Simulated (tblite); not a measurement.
C₃H₈B (doublet state).
Bonds: C1–B2, B2–C3, B2–C4. Hydrogens: H5, H6 on C1; H7, H8, H9 on C3; H10, H11, H12 on C4.

Computed with GFN2-xTB (tblite), gas phase: L-BFGS steps from a force-field or distance-geometry start until the largest atomic force falls under 0.01 eV/Å.

Geometry at step 30:
```
atom  x, y, z in Å
C1     -0.4725    1.5758   -0.3816
B2     -0.0674    0.1729    0.0048
C3     -1.1418   -0.9924    0.2239
C4      1.4712   -0.1949    0.1135
H5      0.0957    2.4061    0.0016
H6     -1.2716    1.8735   -1.0609
H7     -0.7618   -1.7179    0.9538
H8     -1.3105   -1.5688   -0.6942
H9     -2.1174   -0.6204    0.5598
H10     2.1622    0.6430    0.1440
H11     1.6563   -0.7217   -0.8183
H12     1.7588   -0.8558    0.9276
```

Task: What forces act on the atoms?

Result: 
| atom | Fx (eV/Å) | Fy (eV/Å) | Fz (eV/Å) |
| --- | --- | --- | --- |
| C1 | -0.013 | -0.223 | -0.118 |
| B2 | -0.399 | 0.202 | -0.031 |
| C3 | 0.066 | -0.171 | 0.135 |
| C4 | 0.089 | 0.041 | -0.041 |
| H5 | -0.002 | 0.204 | -0.079 |
| H6 | 0.210 | -0.197 | 0.354 |
| H7 | -0.260 | 0.190 | -0.096 |
| H8 | 0.053 | 0.283 | 0.117 |
| H9 | 0.305 | -0.176 | -0.090 |
| H10 | -0.124 | 0.154 | -0.056 |
| H11 | 0.302 | -0.199 | -0.069 |
| H12 | -0.227 | -0.108 | -0.026 |

The largest, 0.46 eV/Å, acts on H6 (B2 within 3 % of it); the rms over all components is 0.180 eV/Å. The forces sum to zero within rounding, as they must for an isolated molecule in no field.

Task: Give the force on H6 in Eh/bohr and in nN.

Result: 0.456 eV/Å ÷ 51.422 = 0.00887 Eh/bohr, and 0.456 eV/Å × 1.602 = 0.73 nN.

Task: How far is this geometry from the end of the optimisation?

Result: 0.089 eV above it, and 0.124 Å rms away after alignment. The bonds farthest from their final lengths, with half the difference of the two atoms' forces along the bond (positive lengthens):

| bond | now (Å) | final (Å) | force along bond (eV/Å) |
| --- | --- | --- | --- |
| C1–H6 | 1.090 | 1.080 | -0.23 |
| C3–H7 | 1.097 | 1.087 | -0.25 |
| B2–C3 | 1.600 | 1.590 | -0.01 |
| C3–H9 | 1.097 | 1.087 | -0.14 |
| C1–B2 | 1.510 | 1.503 | -0.24 |
| C3–H8 | 1.097 | 1.091 | -0.11 |

The angle farthest from its final value is B2–C4–H11, 102.7° against 110.4°.

Of the 4 listed bonds off by 0.010 Å or more, this force points towards the final length in 4.

What follows is the cost of the whole relaxation. Hardware: Arm Neoverse V2, one thread, no GPU, on a shared host. Cost: 0.16 s wall.
